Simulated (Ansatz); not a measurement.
Consider the isomerisation: `[SiH3]/C=C\[SiH2]Cl` → `ClC1C[SiH2][SiH2]1`.

Calculated with Ansatz (gas phase, PBE0-D4/def2-TZVP geometries, no zero-point term in ΔE). CCSD(T)/CBS is the MP2 limit (def2-TZVPP, def2-QZVPP) plus CCSD(T) − MP2 in def2-TZVPP, frozen cores. Functionals use def2-TZVPP. B3LYP here is the variant with VWN-RPA as its local correlation; programs differ in this. Each species was taken in one conformer, which may not be the lowest.

`[SiH3]/C=C\[SiH2]Cl`:

Z-matrix (Å, degrees):
```
Si
C 1 1.868
H 1 1.486 2 109.6
H 1 1.484 2 110.6 3 -120.9
H 1 1.487 2 109.2 3 118.4
C 2 1.338 1 126.9 3 113.7
H 2 1.092 1 115.7 3 -65.4
Si 6 1.863 2 126.8 1 0.8
H 6 1.091 2 117.9 1 -178.8
Cl 8 2.061 6 110.5 2 -68.0
H 8 1.482 6 108.9 2 174.4
H 8 1.481 6 112.7 2 52.0
```

`ClC1C[SiH2][SiH2]1`:

Z-matrix (Å, degrees):
```
C
C 1 1.539
Cl 1 1.799 2 109.4
Si 1 1.919 2 98.6 3 -111.0
H 1 1.089 2 114.8 3 119.2
Si 2 1.913 1 99.4 3 82.4
H 2 1.092 1 113.7 3 -45.6
H 2 1.097 1 108.3 3 -165.4
H 4 1.484 1 116.5 2 149.3
H 4 1.492 1 110.2 2 -85.0
H 6 1.488 2 115.3 1 142.0
H 6 1.484 2 114.6 1 -90.4
```

CCSD(T)/CBS gives +115.0 kJ/mol.

**Question.** Another level gave +91.1 kJ/mol. Which?
A. PBE0-D4/def2-TZVPP
B. CCSD/def2-TZVPP
C. MP2/def2-TZVPP
D. B3LYP-D4/def2-TZVPP

**Answer.** A. PBE0-D4 91.1, CCSD/def2-TZVPP 119.1, MP2/def2-TZVPP 111.8, B3LYP-D4 125.2 kJ/mol.

Largest T1 diagnostic among the species: 0.012.

The D4 term adds −3.7 kJ/mol with B3LYP and −1.4 kJ/mol with PBE0; it sums over pairs of atoms, weighted by their polarisabilities, and B3LYP, whose exchange is more repulsive, gets the larger term. In def2-TZVPP, CCSD(T) changes the Hartree–Fock value by −43.2 kJ/mol (the triples alone add −4.2 kJ/mol) and MP2 by −46.3 kJ/mol.
